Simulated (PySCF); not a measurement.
SMILES C[Si](C)(C)[S], doublet, PBE0/def2-SVP optimised geometry. Atoms within 1.6 Å of the plane z = 1.2 Å (x, y, z in Å): C1 (1.12, -0.49, 0.00), Si2 (-0.76, -0.49, 0.00), C3 (-1.43, -1.23, 1.60), S5 (-1.51, 1.53, 0.00), H6 (1.50, -1.53, 0.03), H8 (1.51, 0.05, 0.87), H9 (-2.53, -1.22, 1.62), H10 (-1.10, -2.28, 1.68), H11 (-1.06, -0.69, 2.48).

Level of theory: unrestricted PBE0/def2-TZVP (PySCF).

Map of the deformation density (molecule minus spherical neutral atoms) (e/bohr³) on the plane z = 1.2 Å:

```
|...............................|
|...............................|
|...............................|
|...............................|
|...............................|
|...............................|
|...............................|
|...............................|
|...............................|
|........ ......................|
|.......   .....................|
|.......   .....................|
|.......    .......     ........|
|.......                 .......|
|.......                  ......|
|......    ..      ....   ......|
|.....   ..::.     ..:.  .......|
|....  ...:==-.     .... .......|
|...  .:--=##+:        .........|
|...  .=+=*@%=:.       .........|
|...  .=+--*+-.       ..........|
|...  .::..-=:.     ............|
|....  .. .=+-.   ..............|
|.....   .:-=:.  ...............|
|.......  ....  ................|
|........       ................|
|.........     .................|
|...............................|
|...............................|
|...............................|
|...............................|
```
Scale: ten equal steps from -0.011 (start of ' ') to 0.062 (end of '@'), in the order ' .:-=+*#%@'; x runs from -4.00 to 4.00, y from -4.00 (bottom) to 4.00 (top).
